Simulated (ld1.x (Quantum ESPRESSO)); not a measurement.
## An all-electron radial function and its pseudo partner (bismuth (Bi))

Columns: radius, all-electron u(r) and pseudo u(r) of the 6s shell (level -22.59 eV) of bismuth in the configuration [Xe] 4f14 5d10 6s2 6p1.5; PBE, non-relativistic, TM scheme, ld1.x (Quantum ESPRESSO) 7.5.

```json
{"r (bohr)": "0.118", "all-electron": "0.1407", "pseudo": "-0.0168"}
{"r (bohr)": "0.235", "all-electron": "-0.0749", "pseudo": "-0.0344"}
{"r (bohr)": "0.353", "all-electron": "-0.2467", "pseudo": "-0.0542"}
{"r (bohr)": "0.470", "all-electron": "-0.0170", "pseudo": "-0.0768"}
{"r (bohr)": "0.588", "all-electron": "0.2543", "pseudo": "-0.1039"}
{"r (bohr)": "0.705", "all-electron": "0.3828", "pseudo": "-0.1364"}
{"r (bohr)": "0.822", "all-electron": "0.3613", "pseudo": "-0.1760"}
{"r (bohr)": "0.940", "all-electron": "0.2361", "pseudo": "-0.2245"}
{"r (bohr)": "1.058", "all-electron": "0.0607", "pseudo": "-0.2824"}
{"r (bohr)": "1.175", "all-electron": "-0.1238", "pseudo": "-0.3495"}
{"r (bohr)": "1.292", "all-electron": "-0.2954", "pseudo": "-0.4246"}
{"r (bohr)": "1.410", "all-electron": "-0.4432", "pseudo": "-0.5051"}
{"r (bohr)": "1.528", "all-electron": "-0.5611", "pseudo": "-0.5845"}
{"r (bohr)": "1.645", "all-electron": "-0.6489", "pseudo": "-0.6551"}
{"r (bohr)": "1.763", "all-electron": "-0.7105", "pseudo": "-0.7113"}
{"r (bohr)": "1.880", "all-electron": "-0.7483", "pseudo": "-0.7483"}
{"r (bohr)": "1.998", "all-electron": "-0.7665", "pseudo": "-0.7665"}
{"r (bohr)": "2.115", "all-electron": "-0.7686", "pseudo": "-0.7686"}
{"r (bohr)": "2.232", "all-electron": "-0.7580", "pseudo": "-0.7580"}
{"r (bohr)": "2.350", "all-electron": "-0.7373", "pseudo": "-0.7373"}
{"r (bohr)": "2.468", "all-electron": "-0.7091", "pseudo": "-0.7091"}
{"r (bohr)": "2.585", "all-electron": "-0.6757", "pseudo": "-0.6757"}
{"r (bohr)": "2.702", "all-electron": "-0.6387", "pseudo": "-0.6387"}
{"r (bohr)": "2.820", "all-electron": "-0.5991", "pseudo": "-0.5991"}
{"r (bohr)": "2.938", "all-electron": "-0.5585", "pseudo": "-0.5585"}
{"r (bohr)": "3.055", "all-electron": "-0.5182", "pseudo": "-0.5182"}
```

**Question.** How many radial nodes do the two functions have?

**Answer.** The all-electron 6s function has n − l − 1 = 5 (the table is too coarse to show those close to the nucleus); the pseudo-wave has 0, since the states of the same l below it are removed with the core.

**Question.** At about which radius was the pseudo-wave matched?

**Answer.** 2.00 bohr. The columns agree to 0.0005 from 1.88 bohr on; several derivatives are matched, so the curves merge somewhat inside the radius.

**Question.** Is the pseudo-wave norm-conserving?

**Answer.** Yes: the TM scheme keeps the norm inside the radius equal to the all-electron one, which fixes the energy derivative of the logarithmic derivative at the level.
